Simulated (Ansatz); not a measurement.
`OCO[SiH2]F` + `N=C=O` → `O=C=N[SiH2]F` + `OCO`  (ligand exchange at the Si–O bond)

Gas-phase electronic energies from Ansatz, PBE0-D4/def2-TZVP geometries. CCSD(T)/CBS is the MP2 limit (def2-TZVPP, def2-QZVPP) plus CCSD(T) − MP2 in def2-TZVPP, frozen cores. This one scheme is used for every species. DFT in def2-TZVPP. B3LYP here is the variant with VWN-RPA as its local correlation; programs differ in this. One conformer a species, not always the lowest.

`OCO[SiH2]F`:

```xyz
10

O    -1.067    1.369    0.065
C    -0.306    0.685    1.005
O     0.048   -0.608    0.582
Si    0.685   -0.991   -0.872
F     2.001   -0.128   -1.140
H    -1.937    0.962    0.012
H     0.593    1.287    1.161
H    -0.839    0.561    1.953
H     1.063   -2.414   -0.774
H    -0.240   -0.724   -1.994
```

`N=C=O`:

```xyz
4

N    -0.316   -0.276   -0.641
C     0.319    0.317    0.200
O     0.987    0.957    0.900
H    -0.990   -0.998   -0.459
```

`O=C=N[SiH2]F`:

Cartesian coordinates in Å:
```
O -0.836 2.868 0.334
C -0.603 1.743 0.167
N -0.394 0.581 -0.016
Si 0.272 -0.974 -0.118
F 1.752 -0.949 0.466
H -0.533 -1.896 0.704
H 0.343 -1.373 -1.537
```

`OCO`:

Cartesian coordinates in Å:
```
O 0.164 0.784 0.919
C -0.305 -0.252 0.108
O 0.373 -0.340 -1.109
H 1.088 0.607 1.121
H -1.372 -0.049 -0.031
H -0.178 -1.232 0.580
H 0.230 0.482 -1.588
```

```csv
level,ΔE (kJ/mol),difference from CCSD(T)/CBS
PBE-D4,3.4,-0.5
r2SCAN-D4,5.6,1.7
PBE0-D4,0.6,-3.3
B3LYP-D4,4.2,0.3
ωB97X-V,4.5,0.6
ωB97M-V,5.1,1.2
B2PLYP,2.8,-1.1
PBE,1.5,-2.4
r2SCAN,5.0,1.1
PBE0,-1.1,-5.0
B3LYP,1.1,-2.8
HF/def2-TZVPP,-3.5,-7.4
MP2/def2-TZVPP,2.4,-1.5
SCS-MP2/def2-TZVPP,2.6,-1.3
CCSD/def2-TZVPP,3.0,-0.9
CCSD(T)/def2-TZVPP,4.7,0.8
HF/def2-QZVPP,-3.1,-7.0
MP2/def2-QZVPP,2.1,-1.8
SCS-MP2/def2-QZVPP,2.3,-1.6
HF/CBS(def2),-3.0,-6.9
MP2/CBS(def2),1.6,-2.3
CCSD/CBS(def2),2.3,-1.6
CCSD(T)/CBS,3.9,0
```

Largest T1 diagnostic among the species: 0.018.

In def2-TZVPP, CCSD(T) changes the Hartree–Fock value by +8.2 kJ/mol (the triples alone add +1.6 kJ/mol) and MP2 by +5.9 kJ/mol. The D4 term adds +3.1 kJ/mol with B3LYP and +1.7 kJ/mol with PBE0; it sums over pairs of atoms, weighted by their polarisabilities, and B3LYP, whose exchange is more repulsive, gets the larger term.
